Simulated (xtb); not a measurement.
F4Ti, charge -1, doublet, geometry from GFN2-xTB (such geometries of metal compounds can be far from the true shape) (the multiplicity is a formal guess).

The xtb input:
```
$ xtb mol.xyz --gfn 0 --chrg -1 --uhf 1 --etemp 10 --json

# file mol.xyz
5

Ti    -0.00000000    -0.00000000    -0.00000000
F      1.24118707     0.52094629    -1.19108730
F      1.05052930    -0.83865025     1.19317781
F     -1.25479205    -0.63428937    -1.11972909
F     -1.03692432     0.95199333     1.11763858
```

### Question
What total energy (a free energy at this electronic temperature) does GFN0-xTB in xtb give?

### Answer
-18.8703 Eh

### Question
What is the computed partial charges in atom order (GFN0-xTB)?

### Answer
Ti1 0.94, F2 -0.49, F3 -0.49, F4 -0.49, F5 -0.49
